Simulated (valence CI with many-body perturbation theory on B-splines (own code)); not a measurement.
Level structure of Cu²²⁺

Level of theory: valence CI with perturbative core correlation (CI+MBPT): five valence electrons over a frozen Dirac-Fock core [He], radial functions for each j: 9 s, 9 p, 8 d, 6 f, 3 g, 1 h, with the one-electron correlation potential Σ1, the two-electron term Σ2, the three-electron term Σ3, Breit, model QED; selected CI, second order for the rest (own B-spline code, finite nucleus).

No measured spectrum was set against this ion. As an estimate, levels of excited configurations hold to 0.05 to 0.15 % of their energy, terms of the ground configuration to about 0.5 %. Among the levels kept, up to 2800 cm⁻¹ of a level comes from second order outside the variational space, and about a tenth of that is noise between levels of different J, which matters for small intervals.

Levels 1 to 45 of 63, with energies above the lowest level, 2s2.2p3 4S°_3/2. "Leading %" is the weight of the configuration and term that name the level; weights of strongly mixed levels are sums over their largest components and can fall short. In the jj column 3d3/2^4 stands for four electrons in 3d with j = 3/2. Lifetimes count E1, E2, E3, M1 and M2 decay at the calculated energies, and are blank where another channel may lead or the interval is too uncertain; long ones can be off by a factor of two.

| No. | Configuration | Term | J | E (eV) | Leading % | Lifetime | Leading jj | g |
| --- | --- | --- | --- | --- | --- | --- | --- | --- |
| 1 | 2s2.2p3 | 4S° | 3/2 | 0.0 | 76 |  | 2s^2 2p1/2^2 2p3/2 (70 %) | 1.804 |
| 2 | 2s2.2p3 | 2D° | 3/2 | 21.2 | 67 | 15.9 μs | 2s^2 2p1/2 2p3/2^2 (74 %) | 1.089 |
| 3 | 2s2.2p3 | 2D° | 5/2 | 28.6 | 100 | 106 μs | 2s^2 2p1/2 2p3/2^2 (100 %) | 1.195 |
| 4 | 2s2.2p3 | 2P° | 1/2 | 40.7 | 98 | 7.99 μs | 2s^2 2p1/2 2p3/2^2 (98 %) | 0.659 |
| 5 | 2s2.2p3 | 2P° | 3/2 | 55.5 | 66 | 3.36 μs | 2s^2 2p3/2^3 (93 %) | 1.230 |
| 6 | 2s.2p4 | 4P | 5/2 | 111.7 | 95 | 61.7 ps | 2s 2p1/2^2 2p3/2^2 (86 %) | 1.576 |
| 7 | 2s.2p4 | 4P | 3/2 | 125.4 | 95 | 39.2 ps | 2s 2p1/2 2p3/2^3 (73 %) | 1.696 |
| 8 | 2s.2p4 | 4P | 1/2 | 128.6 | 90 | 34.6 ps | 2s 2p1/2^2 2p3/2^2 (50 %) | 2.595 |
| 9 | 2s.2p4 | 2D | 3/2 | 155.0 | 87 | 16.3 ps | 2s 2p1/2 2p3/2^3 (52 %) | 0.882 |
| 10 | 2s.2p4 | 2D | 5/2 | 159.3 | 95 | 22.1 ps | 2s 2p1/2 2p3/2^3 (86 %) | 1.216 |
| 11 | 2s.2p4 | 2S | 1/2 | 177.1 | 62 | 9.26 ps | 2s 2p1/2^2 2p3/2^2 (49 %) | 1.629 |
| 12 | 2s.2p4 | 2P | 3/2 | 184.3 | 89 | 6.23 ps | 2s 2p1/2 2p3/2^3 (75 %) | 1.276 |
| 13 | 2s.2p4 | 2P | 1/2 | 204.3 | 69 | 6.78 ps | 2s 2p3/2^4 (66 %) | 1.099 |
| 14 | 2p5 | 2P° | 3/2 | 287.4 | 98 | 7.98 ps | 2p1/2^2 2p3/2^3 (98 %) | 1.329 |
| 15 | 2p5 | 2P° | 1/2 | 309.3 | 98 | 7.05 ps | 2p1/2 2p3/2^4 (98 %) | 0.660 |
| 16 | 2s2.2p2.3s | 4P | 1/2 | 1147.1 | 69 | 367 fs | 2s^2 2p1/2^2 3s (90 %) | 2.243 |
| 17 | 2s2.2p2.3s | 4P | 3/2 | 1162.2 | 91 | 455 fs | 2s^2 2p1/2 2p3/2 3s (97 %) | 1.700 |
| 18 | 2s2.2p2.3s | 2P | 1/2 | 1166.2 | 76 | 192 fs | 2s^2 2p1/2 2p3/2 3s (96 %) | 1.103 |
| 19 | 2s2.2p2.3s | 4P | 5/2 | 1169.2 | 68 | 399 fs | 2s^2 2p1/2 2p3/2 3s (85 %) | 1.474 |
| 20 | 2s2.2p2.3s | 2P | 3/2 | 1173.0 | 56 | 199 fs | 2s^2 2p1/2 2p3/2 3s (93 %) | 1.117 |
| 21 | 2s2.2p2.3p | 4D° | 1/2 | 1175.9 | 50 | 30.4 ps | 2s^2 2p1/2^2 3p1/2 (90 %) | 0.704 |
| 22 | 2s2.2p2.3p | 4D° | 3/2 | 1184.6 | 48 | 18.3 ps | 2s^2 2p1/2^2 3p3/2 (79 %) | 1.339 |
| 23 | 2s2.2p2.3p | 2S° | 1/2 | 1190.7 | 38 | 33.4 ps | 2s^2 2p1/2 2p3/2 3p1/2 (92 %) | 1.499 |
| 24 | 2s2.2p2.3s | 2D | 5/2 | 1192.7 | 68 | 299 fs | 2s^2 2p3/2^2 3s (85 %) | 1.318 |
| 25 | 2s2.2p2.3p | 4D° | 3/2 | 1194.5 | 40 | 21.7 ps | 2s^2 2p1/2 2p3/2 3p1/2 (87 %) | 1.210 |
| 26 | 2s2.2p2.3s | 2D | 3/2 | 1194.8 | 57 | 220 fs | 2s^2 2p3/2^2 3s (91 %) | 1.037 |
| 27 | 2s2.2p2.3p | 4D° | 5/2 | 1197.8 | 84 | 50.8 ps | 2s^2 2p1/2 2p3/2 3p3/2 (68 %) | 1.349 |
| 28 | 2s2.2p2.3p | 2D° | 5/2 | 1199.6 | 43 | 16.6 ps | 2s^2 2p1/2 2p3/2 3p1/2 (59 %) | 1.337 |
| 29 | 2s2.2p2.3p | 4P° | 1/2 | 1199.9 | 57 | 15.8 ps | 2s^2 2p1/2 2p3/2 3p3/2 (88 %) | 2.112 |
| 30 | 2s2.2p2.3p | 2D° | 3/2 | 1202.5 | 55 | 9.28 ps | 2s^2 2p1/2 2p3/2 3p3/2 (93 %) | 1.210 |
| 31 | 2s2.2p2.3p | 4D° | 7/2 | 1205.0 | 71 | 50.5 ps | 2s^2 2p1/2 2p3/2 3p3/2 (84 %) | 1.345 |
| 32 | 2s2.2p2.3p | 4S° | 3/2 | 1207.4 | 53 | 2.08 ps | 2s^2 2p1/2 2p3/2 3p1/2 (42 %) | 1.761 |
| 33 | 2s2.2p2.3p | 2P° | 3/2 | 1210.8 | 62 | 9.52 ps | 2s^2 2p1/2 2p3/2 3p3/2 (47 %) | 1.251 |
| 34 | 2s2.2p2.3s | 2S | 1/2 | 1211.9 | 83 | 277 fs | 2s^2 2p3/2^2 3s (90 %) | 1.983 |
| 35 | 2s2.2p2.3p | 2F° | 5/2 | 1212.7 | 35 | 12.6 ps | 2s^2 2p1/2 2p3/2 3p3/2 (65 %) | 1.200 |
| 36 | 2s2.2p2.3p | 2P° | 1/2 | 1217.1 | 71 | 8.43 ps | 2s^2 2p1/2 2p3/2 3p3/2 (58 %) | 0.849 |
| 37 | 2s2.2p2.3d | 4F | 3/2 | 1217.6 | 53 | 302 fs | 2s^2 2p1/2^2 3d3/2 (89 %) | 0.710 |
| 38 | 2s2.2p2.3d | 4F | 5/2 | 1221.9 | 37 | 110 fs | 2s^2 2p1/2^2 3d5/2 (82 %) | 1.182 |
| 39 | 2s.2p3.3s | 6S° | 5/2 | 1225.8 | 80 | 7.12 ps | 2s 2p1/2 2p3/2^2 3s (42 %) | 1.846 |
| 40 | 2s2.2p2.3p | 2D° | 5/2 | 1227.4 | 41 | 28.9 ps | 2s^2 2p3/2^2 3p3/2 (74 %) | 1.275 |
| 41 | 2s2.2p2.3p | 2D° | 3/2 | 1227.7 | 45 | 3.22 ps | 2s^2 2p3/2^2 3p1/2 (70 %) | 1.188 |
| 42 | 2s2.2p2.3p | 2F° | 7/2 | 1229.1 | 71 | 22.9 ps | 2s^2 2p3/2^2 3p3/2 (83 %) | 1.220 |
| 43 | 2s2.2p2.3p | 2D° | 5/2 | 1230.8 | 73 | 12.0 ps | 2s^2 2p3/2^2 3p1/2 (74 %) | 1.174 |
| 44 | 2s2.2p2.3p | 2P° | 1/2 | 1231.5 | 87 | 4.48 ps | 2s^2 2p3/2^2 3p3/2 (56 %) | 0.809 |
| 45 | 2s2.2p2.3d | 2P | 3/2 | 1233.5 | 42 | 142 fs | 2s^2 2p1/2 2p3/2 3d3/2 (92 %) | 0.999 |

Names give the largest LS component (configuration and term), which can be under half, so a name can repeat, a term be missing and a line seem to break the LS rules; names also repeat where a configuration has a term twice.

The ionisation energy to 2s2.2p2 3P_0 of the next ion comes out as 2042.8 eV (NIST: 2044 ± 6 eV (semi-empirical)). All 63 levels together are meant to be complete up to 1253.3 eV.
